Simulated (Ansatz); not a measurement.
Computed with Ansatz on PBE0-D4/def2-TZVP structures; ΔE is electronic, products minus reactants. CCSD(T)/CBS is the MP2 limit (def2-TZVPP, def2-QZVPP) plus CCSD(T) − MP2 in def2-TZVPP, frozen cores. DFT in def2-TZVPP. For Br, Zn outer-core shells are correlated without core-valence functions, which leaves a few kJ/mol of doubt a bond. Scalar relativity is left out up to krypton. One conformer a species, not always the lowest.

`CO[SiH2]Br` + `C[O][Zn][O][SiH3]` → `[SiH3]O[SiH2]Br` + `C[O][Zn][O]C`  (redistribution)

```json
{"level": "revPBE", "ΔE (kJ/mol)": "13.4"}
{"level": "HF/def2-QZVPP", "ΔE (kJ/mol)": "20.8"}
```

Task: What does CCSD(T)/CBS give? (Estimate.)

Result: The calculation gave: +18.6 kJ/mol. The listed levels differ from it by -5.2, 2.2 kJ/mol.

Largest T1 diagnostic among the species: 0.017.

From BLYP to BHLYP (50 % exact exchange), in def2-TZVPP and without D4, ΔE moves by +5.5 kJ/mol. At CCSD(T), def2-SVP lies +5.5 kJ/mol from the extrapolated value and def2-TZVPP +0.9 kJ/mol. Leaving LDA and LC-ωPBE aside and taking each functional with its dispersion term where it has one, the values, not all of them listed here, spread over 7.8 kJ/mol, from BLYP-D4 to PBE-QIDH.

CCSD(T)/CBS has its own doubt, a few kJ/mol and more with outer-core shells, so smaller differences from it don't rank the levels.
